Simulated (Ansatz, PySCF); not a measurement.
Gas-phase reaction in SMILES: OCC(F)(F)F -> COC(F)(F)F
Each molecule is optimised on its own at B3LYP-D3(BJ)/def2-TZVP (Ansatz, a quantum-chemistry and plane-wave program), one conformer each, not searched for the lowest.

Quantity: isomerisation energy (0 K, with B3LYP-D3(BJ) harmonic zero-point energies from PySCF), in kJ/mol. Valence correlation only, unless marked. No spin-orbit coupling. Non-relativistic. CBS marks a two-point X^-3 extrapolation of the correlation energy; Hartree-Fock from the larger set. [CCSD(T)-MP2]/basis is that difference in the basis named.

```
level                                                     program  isomerisation energy (kJ/mol)  minus last row
-------------------------------------------------  --------------  -----------------------------  --------------
HF/cc-pVQZ                                                 Ansatz                          -12.7           -12.7
B3LYP-D3(BJ)/def2-TZVPD                            Ansatz + dftd3                           -3.4            -3.4
PBE0-D4/def2-TZVP                                  Ansatz + dftd4                           -6.2            -6.2
CAM-B3LYP-D3(BJ)/def2-TZVPD                        Ansatz + dftd3                           -5.6            -5.6
wB97M-V/def2-TZVPD                                         Ansatz                           -4.1            -4.1
B2GP-PLYP/def2-TZVPD                                       Ansatz                           -5.0            -5.0
B2PLYP-D3(BJ)/def2-TZVPD                           Ansatz + dftd3                           -4.0            -4.0
MP2/STO-3G                                                 Ansatz                          -69.0           -69.0
RI-MP2/CBS(cc-pVTZ,cc-pVQZ)                                Ansatz                            0.5             0.5
RI-MP2/CBS(cc-pVTZ,cc-pVQZ)+[CCSD(T)-MP2]/cc-pVTZ          Ansatz                            0.0             0.0
```
